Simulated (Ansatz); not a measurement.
Program: Ansatz. Geometries: PBE0-D4/def2-TZVP. ΔE: electronic, gas phase. CBS: def2 TZ/QZ extrapolation, frozen cores. DFT in def2-TZVPP. B3LYP here is the variant with VWN-RPA as its local correlation; programs differ in this. HSE06 is defined as in plane-wave codes. One conformer a species, not always the lowest.

Consider the ligand exchange at a B–Cl bond: `NB(S)Cl` + H₂S → `NB(S)S` + HCl.

| level | ΔE (kJ/mol) | difference from CCSD(T)/CBS |
| --- | --- | --- |
| BLYP-D4 | 25.1 | 0.7 |
| r2SCAN-D4 | 24.7 | 0.3 |
| B97M-V | 26.8 | 2.4 |
| PBE0-D4 | 22.9 | -1.5 |
| B3LYP-D4 | 25.7 | 1.3 |
| r2SCANh-D4 | 24.8 | 0.4 |
| r2SCAN0-D4 | 24.9 | 0.5 |
| HSE06-D4 | 23.0 | -1.4 |
| CAM-B3LYP-D4 | 27.0 | 2.6 |
| ωB97M-V | 27.2 | 2.8 |
| PBE-QIDH | 24.2 | -0.2 |
| PBE | 24.1 | -0.3 |
| revPBE | 24.9 | 0.5 |
| r2SCAN | 25.2 | 0.8 |
| PBE0 | 24.5 | 0.1 |
| B3LYP | 28.6 | 4.2 |
| r2SCANh | 25.3 | 0.9 |
| r2SCAN0 | 25.5 | 1.1 |
| HSE06 | 24.5 | 0.1 |
| BHLYP | 29.6 | 5.2 |
| MP2/def2-SVP | 29.6 | 5.2 |
| CCSD(T)/def2-SVP | 30.4 | 6.0 |
| SCS-MP2/def2-TZVPP | 25.8 | 1.4 |
| CCSD/def2-TZVPP | 25.7 | 1.3 |
| CCSD(T)/def2-TZVPP | 24.5 | 0.1 |
| SCS-MP2/def2-QZVPP | 25.6 | 1.2 |
| CCSD/def2-QZVPP | 25.9 | 1.5 |
| HF/CBS(def2) | 33.1 | 8.7 |
| MP2/CBS(def2) | 23.5 | -0.9 |
| MP2/cc-pV(D+d)Z | 26.4 | 2.0 |
| CCSD/cc-pV(D+d)Z | 28.1 | 3.7 |
| CCSD(T)/cc-pV(D+d)Z | 27.1 | 2.7 |
| HF/cc-pV(T+d)Z | 33.0 | 8.6 |
| MP2/cc-pV(T+d)Z | 23.8 | -0.6 |
| CCSD/cc-pV(T+d)Z | 25.6 | 1.2 |
| HF/cc-pV(Q+d)Z | 33.1 | 8.7 |
| CCSD(T)/cc-pV(Q+d)Z | 24.6 | 0.2 |
| HF/CBS(cc) | 33.2 | 8.8 |
| CCSD/CBS(cc) | 26.2 | 1.8 |
| CCSD(T)/CBS(cc) | 24.7 | 0.3 |
| CCSD(T)/CBS | 24.4 | 0 |

Largest T1 diagnostic among the species: 0.012.

In def2-TZVPP, CCSD(T) changes the Hartree–Fock value by −8.4 kJ/mol (the triples alone add −1.3 kJ/mol) and MP2 by −8.9 kJ/mol. At CCSD(T), def2-SVP lies +6.0 kJ/mol from the extrapolated value and def2-TZVPP +0.1 kJ/mol. Leaving LDA and LC-ωPBE aside and taking each functional with its dispersion term where it has one, the values, not all of them listed here, spread over 6.3 kJ/mol, from revPBE-D4 to ωB97M-V.
